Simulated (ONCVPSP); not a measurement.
**Building the ONCV potential for niobium (Nb) (PBE, scalar-relativistic).**

Nb (Z = 41), optimised norm-conserving Vanderbilt (ONCV), made with ONCVPSP 4.0.1 (PBE, scalar-relativistic). Core [Ar] 3d10, reference 4s2 4p6 4d4.5 5s0.5. Waves: 4s+5s: rc 1.85 bohr, ncon 3, nbas 6, qcut 5.9 1/bohr, 2 projectors; 4p: rc 1.35 bohr, ncon 4, nbas 8, qcut 7.3 1/bohr, 1 projector; 4d: rc 2.95 bohr, ncon 3, nbas 8, qcut 6 1/bohr, 2 projectors, debl 1.9 Ha. Local part: polynomial inside 1.10 bohr (lpopt 5, dvloc0 0 Ha). Core correction: Teter function, fcfact 6, rcfact 1.05.

All-electron outer shells of the reference configuration (PBE, scalar-relativistic, ld1.x):

```tsv
shell	level (eV)	outermost node (bohr)	outermost maximum (bohr)
3d	-195.25	–	0.33
4s	-57.41	0.53	1.04
4p	-33.59	0.54	1.12
5s	-3.70	1.41	3.12
4d	-2.41	0.55	1.51
```

Question: Does the generator finish with these settings?

Answer: Yes, a potential is produced and its reference levels are reproduced.

Question: Estimate the cutoffs (Ha) at which the residual kinetic energy of the hardest occupied pseudo-wave falls to 1 and 0.1 mHa per electron.

Answer: 24 Ha and 64 Ha.

Question: Does the potential have ghost states?

Answer: No bound ghost flagged; GHOST(+) flagged for s at 87.1 eV.

Question: Which valence shell sets the plane-wave cutoff?

Answer: 4p: 24 Ha for 1 mHa per electron, against 12 Ha for 4s.

Question: Tests: 4s2 4p6 4d4 5s1; 4s2 4p6 4d4 5s0; 4s2 4p6 4d3 5s0; 4s1 4p6 4d4 5s1. Which has the largest error in its energy relative to the reference configuration, and how large is it?

Answer: 4s1 4p6 4d4 5s1, with -343 meV (all-electron minus pseudo) on +63.46 eV.
